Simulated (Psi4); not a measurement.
HCl3Si, charge +1, doublet, geometry from GFN2-xTB (a state made from the parent by changing its charge; the spin is typed, not shown lowest). Base run: HF/3-21G (Psi4 1.11).

The Psi4 input:
```
memory 2 GB

molecule mol {
1 2
  Si    0.017702   -0.010163    0.302550
  Cl   -1.275265   -1.481677   -0.093886
  Cl   -0.655725    1.843955   -0.018427
  Cl    1.910245   -0.350367   -0.242264
  H     0.104852   -0.060196    1.792097
}

set basis 3-21g
set reference uhf
set stability_analysis check
set scf_type pk

energy('scf')
print_variables()
```

The bond that is stretched is that between atoms 5 and 1. A test that says stable can miss a lower solution.

Variants of this job, named by their change:

```tsv
change	ΔE vs base (eV)	<S^2>
base	0.00	0.780
stability_analysis = follow; reference = uhf	0.00	0.780
bond × 1.25	-0.35	0.769
stability_analysis = follow; reference = uhf; bond × 1.25	-0.35	0.769
bond × 1.5	-0.39	0.756
stability_analysis = follow; reference = uhf; bond × 1.5	-0.39	0.756
bond × 1.8	-0.34	0.751
stability_analysis = follow; reference = uhf; bond × 1.8	-0.34	0.751
bond × 2.2	-0.24	0.750
stability_analysis = follow; reference = uhf; bond × 2.2	-0.24	0.750
bond × 3.0	-0.16	0.750
stability_analysis = follow; reference = uhf; bond × 3.0	-0.16	0.750
```

On stretching, the SCF can end on different states; <S^2> shows the spin contamination of each.
